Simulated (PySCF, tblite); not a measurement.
Calculations on `FC/C(=C/O[CH2])C(F)(F)F` [radical], in the order of a workflow; each names the level of the geometry that it ran on. Settings lines and outputs come from a driver script.

Compound: C5H5F4O (doublet state).
SMILES with atom numbers: `[CH2:1][O:2]/[CH:3]=[C:4](/[CH2:5][F:6])[C:7]([F:8])([F:9])[F:10]` (hydrogens: H11, H12 on C1; H13 on C3; H14, H15 on C5)

Step 1: GFN2-xTB geometry optimisation, gas phase (tblite 0.8.0) (from a force-field or distance-geometry start)
```json
{"job": {"kind": "relax", "xc": "GFN2-xTB", "basis": "xTB"}, "charge": 0, "multiplicity": 2}
```
```
step      E/eV     max force
  0    -982.12202    3.364
  1    -982.64302    2.139
  2    -982.98704    1.200
...
162    -984.03693    0.015
163    -984.03698    0.013
164    -984.03701    0.011
165    -984.03703    0.011
166    -984.03705    0.010
```

Energy lowered by 44.2 kcal/mol over 166 steps; largest atomic force 0.010 eV/Å at the end. «max force» is the largest atomic force in eV/Å.

Time: 3.4 s. Hardware: one thread, Intel Xeon Platinum 8259CL at 2.50 GHz (x86_64), on a shared host.

Step 2: GFN2-xTB harmonic vibrations, gas phase (tblite 0.8.0) (on the GFN2-xTB geometry)
```json
{"job": {"kind": "ir", "xc": "GFN2-xTB", "basis": "xTB"}, "charge": 0, "multiplicity": 2}
```
```
(table of modes left out)
```

39 modes from -4 to 3203 cm⁻¹ (unscaled, harmonic, a negative number standing for an imaginary wavenumber); zero-point energy 57.6 kcal/mol from the real modes; the lowest is imaginary at this level.

Hardware: one thread, Intel Xeon Platinum 8259CL at 2.50 GHz (x86_64), shared host with 32 logical CPUs at a one-minute load of 30. Cost: 1.5 s of wall time.

Step 3: UKS B3LYP, pcH-1 on C F H O, non-relativistic, mean-field spin-orbit, GIAO (PySCF 2.14.0) (on the GFN2-xTB geometry)
```json
{"job": {"kind": "epr", "basis": "pcH-1"}, "charge": 0, "multiplicity": 2}
```
```
...
E = -668.07326712 Eh   <S^2> = 0.7565 (exact 0.7500)
g shifts (ppm)      1          2          3
  rmc          -179       -179       -179
  gc             -2         47         35
  oz_so          32        739       1550
  total        -149        607       1407
hyperfine (MHz)  atom isotope    a_iso     a_fc   dipolar eigenvalues
    0   13C      82.28      82.28    -78.46    -76.14    154.60
    1   17O     -12.97     -12.97    -46.98     22.32     24.66
    2   13C      -9.75      -9.75     -8.32      1.89      6.43
    3   13C      12.42      12.42    -11.94    -10.97     22.90
    4   13C      -5.80      -5.80     -0.27     -0.03      0.30
    5   19F      -0.83      -0.83     -0.92     -0.25      1.17
    6   13C      -5.69      -5.69     -0.44      0.19      0.25
    7   19F      24.10      24.10    -11.01     -8.80     19.81
    8   19F       4.67       4.67     -5.27     -2.09      7.36
    9   19F       1.44       1.44     -3.15     -2.18      5.33
   10    1H     -64.42     -64.42    -36.95      0.01     36.94
   11    1H     -62.95     -62.95    -36.91      0.11     36.80
   12    1H       2.18       2.18     -4.21     -3.61      7.82
   13    1H      14.97      14.97     -1.00     -0.92      1.92
   14    1H      16.06      16.06     -1.00     -0.87      1.86
```

⟨S²⟩ 0.756; g_iso 2.0029. rmc, gc and oz_so are the mass-correction, gauge-correction and orbital-Zeeman/spin–orbit parts of the g shift along its three principal axes; a_iso is the isotropic hyperfine coupling and a_fc its Fermi-contact part. The log counts atoms from 0, this text from 1.

The run took 3.3 min (with the writing of density and orbital grids) on an Intel Xeon Platinum 8259CL at 2.50 GHz with one thread, no GPU, shared host, and the process peaked at 1.1 GiB of memory.

Geometry of the electronic-property runs (GFN2-xTB):
```
atom  x, y, z in Å
C1     2.8804   -0.4948    0.2416
O2     1.5655   -0.6278    0.3449
C3     0.7371    0.2702   -0.1654
C4    -0.6121    0.1695   -0.0582
C5    -1.5487    1.1654   -0.6790
F6    -0.8561    2.1579   -1.3121
C7    -1.2586   -0.9868    0.6331
F8    -1.3396   -2.0852   -0.1508
F9    -0.6176   -1.3725    1.7438
F10   -2.5233   -0.7124    1.0012
H11    3.4584   -1.2784    0.6843
H12    3.3146    0.3486   -0.2655
H13    1.1670    1.1198   -0.6863
H14   -2.1811    1.6459    0.0789
H15   -2.1903    0.6887   -1.4324
```

 (This holds for the electronic-property runs.)

One conformer stands for the species.
